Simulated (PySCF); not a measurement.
[PbI2]2+ relaxed at several levels

Computed with PySCF 2.14.0, def2-SVP on the ligands, density fitting, scalar-relativistic core potentials, no spin-orbit coupling, vacuum. Each row is relaxed at its own level from the same template. Distances are means of the shortest metal–ligand contacts, charges and spins Mulliken's; removal energies are rigid, with the ligand's formal charge and no counterpoise, so too large; for an anion taken off a cation in vacuum most of it is the attraction of opposite charges, and multiply charged cations can part far more cheaply with an electron moved from ligand to metal.

```json
{"level": "TPSS", "basis on the metal": "def2-SVP with ECP60", "point group": "D∞h", "M–I (Å)": "2.671", "charge on M (e)": "0.98", "HOMO–LUMO gap (eV)": "0.92", "removal of one I (eV)": "23.25", "strongest infrared band, degenerate modes summed (cm⁻¹)": "–", "unstable modes (below −25 cm⁻¹)": "not given"}
```

Q: What does the calculation give for BP86, def2-SVP with ECP60?

A: point group: D∞h, M–I (Å): 2.683, charge on M (e): 0.93, HOMO–LUMO gap (eV): 0.73, removal of one I (eV): 22.85, strongest infrared band, degenerate modes summed (cm⁻¹): 218, unstable modes (below −25 cm⁻¹): 0.
```xyz
3

Pb    0.0000    0.0000    0.0000
I     0.0000    0.0000    2.6831
I     0.0000    0.0000   -2.6831
```

One start shape was tried for each, so a minimum needn't be the lowest isomer. Small gap, closed shell not tested for a spin-broken solution: [PbI2]2+, [PbI2]2+.
